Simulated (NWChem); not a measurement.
System meant: C4H3NO; SMILES C#C/C=N/C=O

Here is an NWChem input.

```
start job
memory heap 200 mb stack 900 mb global 1100 mb
geometry units angstroms noautosym nocenter noautoz
  C     -0.291340     3.031771    -0.006235
  C     -0.039513     1.847336     0.062015
  C      0.291432     0.467434     0.204976
  N     -0.020528    -0.407984    -0.669526
  C      0.268276    -1.744661    -0.388466
  O      0.031937    -2.294178     0.654261
  H     -0.525060     4.078874    -0.082155
  H      0.839944     0.191094     1.125570
  H      0.698001    -2.275481    -1.268679
end
basis spherical
  * library 6-31g*
end
dft
  xc m06-l
  iterations 150
end
property
  shielding
end
task dft property
```

End of the output:

```
 Vector   24  Occ=0.000000D+00  E=-4.766359D-03
              MO Center= -8.4D-02,  2.1D+00,  6.3D-02, r^2= 2.8D+00
   Bfn.  Coefficient  Atom+Function         Bfn.  Coefficient  Atom+Function
  ----- ------------  ---------------      ----- ------------  ---------------
     9      0.508955  1 C  pz                23     -0.445968  2 C  pz
    19     -0.375376  2 C  pz                88      0.369671  8 H  s
    48     -0.364957  4 N  s                  5      0.360880  1 C  pz
     7      0.292307  1 C  px                21     -0.233458  2 C  px
    62      0.217110  5 C  s                 22     -0.207949  2 C  py

 center of mass
 --------------
 x =   0.09307224 y =   0.06587694 z =  -0.01562973

 moments of inertia (a.u.)
 ------------------
        1132.832065095103          72.307891472327          -0.436158036383
          72.307891472327          80.746855846271          24.785963357399
          -0.436158036383          24.785963357399        1082.265754146906

     Multipole analysis of the density
     ---------------------------------

     L   x y z        total         alpha         beta         nuclear
     -   - - -        -----         -----         ----         -------
     0   0 0 0     -0.000000    -21.000000    -21.000000     42.000000

     1   1 0 0      0.381609     -2.169289     -2.169289      4.720186
     1   0 1 0      1.082590     -1.723027     -1.723027      4.528643
     1   0 0 1     -0.141784      0.348739      0.348739     -0.839261

     2   2 0 0    -24.345009    -17.421216    -17.421216     10.497423
     2   1 1 0     -1.812725     20.208507     20.208507    -42.229740
     2   1 0 1     -0.098821     -0.220289     -0.220289      0.341756
     2   0 2 0    -20.698418   -296.610108   -296.610108    572.521799
     2   0 1 1      2.990085      5.269142      5.269142     -7.548199
     2   0 0 2    -25.975225    -31.961308    -31.961308     37.947391

          -----------------------------------------
          Chemical Shielding Tensors (GIAO, in ppm)
          -----------------------------------------

 ------------------------------------------------------------------------
  xm06: d2 not coded                    0
 ------------------------------------------------------------------------
 ------------------------------------------------------------------------
  current input line :
    24: task dft property
 ------------------------------------------------------------------------
 ------------------------------------------------------------------------
 This error has not yet been assigned to a category
 ------------------------------------------------------------------------
 For more information see the NWChem manual at https://nwchemgit.github.io

0: xm06: d2 not coded:Received an Error in Communication
```

Problem. What is wrong, and how is it mended?

Solution. The run crashed. Cause: this functional's second derivatives, which shieldings need, aren't coded here; the fix takes a hybrid GGA instead. This input runs:
```
start job
memory heap 200 mb stack 900 mb global 1100 mb
geometry units angstroms noautosym nocenter noautoz
  C     -0.291340     3.031771    -0.006235
  C     -0.039513     1.847336     0.062015
  C      0.291432     0.467434     0.204976
  N     -0.020528    -0.407984    -0.669526
  C      0.268276    -1.744661    -0.388466
  O      0.031937    -2.294178     0.654261
  H     -0.525060     4.078874    -0.082155
  H      0.839944     0.191094     1.125570
  H      0.698001    -2.275481    -1.268679
end
basis spherical
  * library 6-31g*
end
dft
  xc pbe0
  iterations 150
end
property
  shielding
end
task dft property
```
It converges to -283.76209 Ha (PBE0/6-31G* (spherical d), GIAO).
